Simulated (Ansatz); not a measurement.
`OC(O)O[SiH3]` + `CC(=N)O` → `C/C(O)=N\[SiH3]` + `OC(O)O`  (ligand exchange at the Si–O bond)

Computed with Ansatz on PBE0-D4/def2-TZVP structures; ΔE is electronic, products minus reactants. CCSD(T)/CBS is the MP2 limit (def2-TZVPP, def2-QZVPP) plus CCSD(T) − MP2 in def2-TZVPP, frozen cores. DFT in def2-TZVPP. Each species was taken in one conformer, which may not be the lowest.

```
          species  ωB97M-V energy (Eh)
   `OC(O)O[SiH3]`           -556.93333
        `CC(=N)O`           -209.20594
`C/C(O)=N\[SiH3]`           -499.89975
         `OC(O)O`           -266.22412
```

Work out ΔE.

ΔE = (-499.89975) + (-266.22412) − (-556.93333) − (-209.20594) = 0.01540 Eh = +40.4 kJ/mol. CCSD(T)/CBS gives +41.2 kJ/mol.

Largest T1 diagnostic among the species: 0.013.

In def2-TZVPP, CCSD(T) changes the Hartree–Fock value by −5.0 kJ/mol (the triples alone add −1.4 kJ/mol) and MP2 by −7.3 kJ/mol.
